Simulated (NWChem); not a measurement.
Molecule: boron trifluoride (BF$_{3}$); SMILES FB(F)F

```xyz
4

F      1.2547    -0.3780     0.0000
B      0.0000     0.0000     0.0000
F     -0.9547    -0.8976     0.0000
F     -0.3000     1.2756     0.0000
```
Atoms are numbered in this order, from 1.

The geometry was optimised at PBE0/def2-SVP. Not confirmed as a minimum by frequencies.

Problem. Give the principal values of the shielding tensors (ppm) of F1, B2 from PBE0/x2c-SVPall-s, scalar ZORA without spin-orbit coupling, GIAO (NWChem), with their diamagnetic and paramagnetic parts as GIAO splits them.

Solution. 
```tsv
atom	σ11	σ22	σ33	isotropic	diamagnetic	paramagnetic
F1	211.6	377.4	383.4	324.1	457.7	-133.6
B2	81.9	96.6	96.6	91.7	207.4	-115.7
```
